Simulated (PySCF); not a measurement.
Isomers of C7H17NSi, mass 143.113 u with the commonest isotopes. The calculation used PBE0/pcSseg-1 in PySCF (dipole) on a GFN2-xTB geometry, gas phase. One conformer each, none proved a minimum here; rigid rotors.

Task: Order these by out-of-plane moment Σ m c² = (Ia + Ib − Ic)/2, largest first.
A. `[CH2:1]=[C:2]([CH3:3])[C@@H:4]([CH3:5])[SiH2:6][NH:7][CH2:8][CH3:9]` with C1–C2–C4–C5 137°, C2–C4–Si6–N7 51°, C4–Si6–N7–C8 176°, Si6–N7–C8–C9 -147°
B. `[CH3:1][C:2]([CH3:3])([CH3:4])[C@@H:5]1[CH2:6][CH2:7][SiH2:8][NH:9]1` with C2–C5–C6–C7 -165°, C5–C6–C7–Si8 36°, C6–C7–Si8–N9 -17°, C7–Si8–N9–C5 -7°
C. `[CH2:1]=[CH:2][CH2:3][C@@H:4]([CH3:5])[SiH2:6][N:7]([CH3:8])[CH3:9]` with C1–C2–C3–C4 -120°, C2–C3–C4–C5 63°, C3–C4–Si6–N7 -178°, C4–Si6–N7–C8 -45°
D. `[CH3:1]/[CH:2]=[C:3](/[CH3:4])[CH2:5][CH2:6][SiH2:7][NH:8][CH3:9]` with C2–C3–C5–C6 -89°, C3–C5–C6–Si7 175°, C5–C6–Si7–N8 67°, C6–Si7–N8–C9 178°
E. `[CH3:1][C:2]([CH3:3])([CH3:4])[C@H:5]1[CH2:6][NH:7][SiH2:8][CH2:9]1` with C2–C5–C6–N7 172°, C5–C6–N7–Si8 -32°, C6–N7–Si8–C9 10°, N7–Si8–C9–C5 15°
F. `[CH3:1][NH:2][SiH2:3][C@@H:4]1[CH2:5][CH2:6][CH2:7][C@H:8]1[CH3:9]` with C1–N2–Si3–C4 180°, N2–Si3–C4–C5 -153°, Si3–C4–C5–C6 -164°, C4–C5–C6–C7 22°, C5–C6–C7–C8 4°, C6–C7–C8–C9 -153°

Result: B (63.85 u·Å²), E (63.42 u·Å²), A (63.00 u·Å²), C (48.49 u·Å²), D (37.39 u·Å²), F (28.96 u·Å²).

Task: Order these by rotational constant C, largest first.
A. `[CH3:1]/[CH:2]=[C:3](/[CH3:4])[CH2:5][CH2:6][SiH2:7][NH:8][CH3:9]` with C2–C3–C5–C6 -89°, C3–C5–C6–Si7 175°, C5–C6–Si7–N8 67°, C6–Si7–N8–C9 178°
B. `[CH3:1][C:2]([CH3:3])([CH3:4])[C@@H:5]1[CH2:6][CH2:7][SiH2:8][NH:9]1` with C2–C5–C6–C7 -165°, C5–C6–C7–Si8 36°, C6–C7–Si8–N9 -17°, C7–Si8–N9–C5 -7°
C. `[CH3:1][C:2]([CH3:3])([CH3:4])[C@H:5]1[CH2:6][NH:7][SiH2:8][CH2:9]1` with C2–C5–C6–N7 172°, C5–C6–N7–Si8 -32°, C6–N7–Si8–C9 10°, N7–Si8–C9–C5 15°
D. `[CH2:1]=[C:2]([CH3:3])[C@@H:4]([CH3:5])[SiH2:6][NH:7][CH2:8][CH3:9]` with C1–C2–C4–C5 137°, C2–C4–Si6–N7 51°, C4–Si6–N7–C8 176°, Si6–N7–C8–C9 -147°
E. `[CH2:1]=[CH:2][CH2:3][C@@H:4]([CH3:5])[SiH2:6][N:7]([CH3:8])[CH3:9]` with C1–C2–C3–C4 -120°, C2–C3–C4–C5 63°, C3–C4–Si6–N7 -178°, C4–Si6–N7–C8 -45°

Result: B (797.9 MHz), C (767.4 MHz), D (633.6 MHz), E (540.5 MHz), A (475.5 MHz).

Task: Order these by radius of gyration √(Σ m r²/M), largest first.
A. `[CH2:1]=[C:2]([CH3:3])[C@@H:4]([CH3:5])[SiH2:6][NH:7][CH2:8][CH3:9]` with C1–C2–C4–C5 137°, C2–C4–Si6–N7 51°, C4–Si6–N7–C8 176°, Si6–N7–C8–C9 -147°
B. `[CH3:1][C:2]([CH3:3])([CH3:4])[C@H:5]1[CH2:6][NH:7][SiH2:8][CH2:9]1` with C2–C5–C6–N7 172°, C5–C6–N7–Si8 -32°, C6–N7–Si8–C9 10°, N7–Si8–C9–C5 15°
C. `[CH3:1][NH:2][SiH2:3][C@@H:4]1[CH2:5][CH2:6][CH2:7][C@H:8]1[CH3:9]` with C1–N2–Si3–C4 180°, N2–Si3–C4–C5 -153°, Si3–C4–C5–C6 -164°, C4–C5–C6–C7 22°, C5–C6–C7–C8 4°, C6–C7–C8–C9 -153°
D. `[CH2:1]=[CH:2][CH2:3][C@@H:4]([CH3:5])[SiH2:6][N:7]([CH3:8])[CH3:9]` with C1–C2–C3–C4 -120°, C2–C3–C4–C5 63°, C3–C4–Si6–N7 -178°, C4–Si6–N7–C8 -45°
E. `[CH3:1]/[CH:2]=[C:3](/[CH3:4])[CH2:5][CH2:6][SiH2:7][NH:8][CH3:9]` with C2–C3–C5–C6 -89°, C3–C5–C6–Si7 175°, C5–C6–Si7–N8 67°, C6–Si7–N8–C9 178°
F. `[CH3:1][C:2]([CH3:3])([CH3:4])[C@@H:5]1[CH2:6][CH2:7][SiH2:8][NH:9]1` with C2–C5–C6–C7 -165°, C5–C6–C7–Si8 36°, C6–C7–Si8–N9 -17°, C7–Si8–N9–C5 -7°

Result: E (2.773 Å), D (2.621 Å), A (2.452 Å), C (2.414 Å), B (2.246 Å), F (2.207 Å).

```
                   SMILES  point group  Ia (u·Å²)  Ib (u·Å²)  Ic (u·Å²)      κ  μa (D)  μb (D)  μc (D)
 CC(C)(C)[C@H]1CN[SiH2]C1           C1     197.47     587.91     658.54  -0.90    0.51    0.56    0.43
CC(C)(C)[C@@H]1CC[SiH2]N1           C1     203.14     557.92     633.37  -0.87    0.54    0.12    0.53
 C=C(C)[C@@H](C)[SiH2]NCC           C1     245.63     678.03     797.67  -0.84    0.07    0.43    0.38
 C=CC[C@@H](C)[SiH2]N(C)C           C1     145.20     886.75     934.98  -0.98    0.72    0.63    0.37
CN[SiH2][C@@H]1CCC[C@H]1C           C1     195.28     667.52     804.88  -0.87    0.04    1.01    0.19
      C/C=C(/C)CC[SiH2]NC           C1     197.43     940.26    1062.91  -0.94    0.08    0.64    0.72
```
